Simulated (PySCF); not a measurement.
CH5F3Si2, SMILES [SiH](F)(C[SiH2]F)F.

Coordinates come from a PBE-D3(BJ)/def2-SVP optimisation. This is a generated structure with no PubChem entry under its InChIKey; it may be hypothetical. Other conformers were not sampled.

Two levels are set side by side: PBE/def2-TZVP (PySCF) and ωB97X/def2-TZVP (PySCF). Same geometry, gas phase. Differences are taken from unrounded values.

```
quantity                       PBE
---------------------------  -----
orbital gap (eV)              6.81
highest occupied level (eV)  -7.91
lowest empty level (eV)      -1.11
dipole moment (D)             2.46
mean polarisability (bohr³)   61.3
```

### Question
These are the PBE values. What does ωB97X give? (Estimate from the structure and the level; the computed values follow.)

### Answer

```json
[
 {"quantity": "orbital gap (eV)", "ωB97X": "13.58", "PBE minus ωB97X": "-6.77"},
 {"quantity": "highest occupied level (eV)", "ωB97X": "-11.71", "PBE minus ωB97X": "3.80"},
 {"quantity": "lowest empty level (eV)", "ωB97X": "1.87", "PBE minus ωB97X": "-2.97"},
 {"quantity": "dipole moment (D)", "ωB97X": "2.63", "PBE minus ωB97X": "-0.16"},
 {"quantity": "mean polarisability (bohr³)", "ωB97X": "57.9", "PBE minus ωB97X": "3.4"}
]
```

PBE's occupied levels lie high since its potential decays too fast outside the molecule; exact exchange lowers them and widens the gap. Loosely held outer electrons make PBE densities more polarisable. Differences between two approximate levels are no errors against the true value.

Rough cost on one machine, each run with all the roots and properties that it gave: ωB97X against PBE within a factor of 2.
